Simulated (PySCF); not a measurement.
# State search for SbH⁺

Unrestricted PBE0; PySCF, scalar-relativistic core potentials, basis sets Sb cc-pVTZ-PP with ECP28, H cc-pVTZ. Outer shells of the fragments: Sb+ 4d10 5s2 5p2; H 1s1.

Followed along the bond (rough minima from three points):

```json
{"2Ms+1": "2", "unpaired": "π ↑", "⟨S²⟩ at the start": "0.75", "R at minimum (Å)": "1.72", "Te (eV)": "0.00"}
{"2Ms+1": "4", "unpaired": "σ ↑, π ↑↑", "⟨S²⟩ at the start": "3.76", "R at minimum (Å)": "none in the scan", "Te (eV)": "≤ 1.83"}
```

Solutions found at the starting distance of 1.785 Å, counted from the lowest of them; the search is not exhaustive and high or unbound solutions are not listed, so other states can lie among these:

```csv
2Ms+1,unpaired,term,E (eV),⟨S²⟩,⟨Lz²⟩,μ (D)
2,π ↑,²Π,0.00,0.75,1.00,0.34
4,"σ ↑, π ↑↑",⁴Σ⁻,1.81,3.76,0.00,1.24
2,"σ ↓, π ↑↑",mixed,2.31,1.77,0.00,1.38
2,"σ ↑, π ↑↓",mixed,2.42,1.77,2.02,1.33
2,σ ↑,mixed,3.45,0.76,2.01,1.33
4,"σ ↑↑, π ↑",⁴Π,5.77,3.75,1.00,0.72
2,π ↑,²Π,8.11,0.80,1.01,2.01
```

A term symbol is given only where ⟨S²⟩ and ⟨Lz²⟩ are close to those of a pure state; real π, δ and φ orbitals otherwise mix terms. A positive dipole points towards H; it is taken about the centre of mass and depends on that origin.

Spin–orbit coupling is left out. Counting both spins, an empty level lies below a filled one in some of these solutions, because spin and occupation are held.
